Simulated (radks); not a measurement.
Results of a calculation; reference values are marked as such.
Charge is removed step by step from the 5p down level of the promethium ion Pm2+, starting from [Kr] 4d10 4f5 5s2 5p(up 3, down 3). Level of theory: scalar-relativistic Kohn-Sham, BLYP, spin-polarised, spherical densities, finite nucleus; open shells are filled with parallel spins first (spin-orbit coupling, left out, can overturn this in heavy ions); Fermi nuclear charge, rms radius 4.962 fm (a radial shooting solver on a logarithmic mesh with Libxc functionals).

removed (e)  E - E(0) (eV)  eigenvalue (eV)  E minus straight line (eV)
0                    0.000          -34.521                       0.000
0.125                4.401          -35.940                      -0.633
0.25                 8.980          -37.372                      -1.088
0.375               13.738          -38.815                      -1.364
0.5                 18.678          -40.269                      -1.458
0.625               23.800          -41.734                      -1.370
0.75                29.106          -43.208                      -1.099
0.875               34.596          -44.692                      -0.642
1                   40.273          -46.185                       0.000

Removing the whole electron costs 40.273 eV by Delta-SCF, against 34.521 eV from minus the eigenvalue at the starting occupation. Slater's transition state (half an electron removed) gives 40.269 eV. Integrating minus the eigenvalue over the occupation (Janak's theorem) gives 40.297 eV. In this scalar-relativistic scheme the density is built from large components alone, so the theorem holds only approximately. The mean slope of the eigenvalue, de/dn, is 11.7 eV per electron.
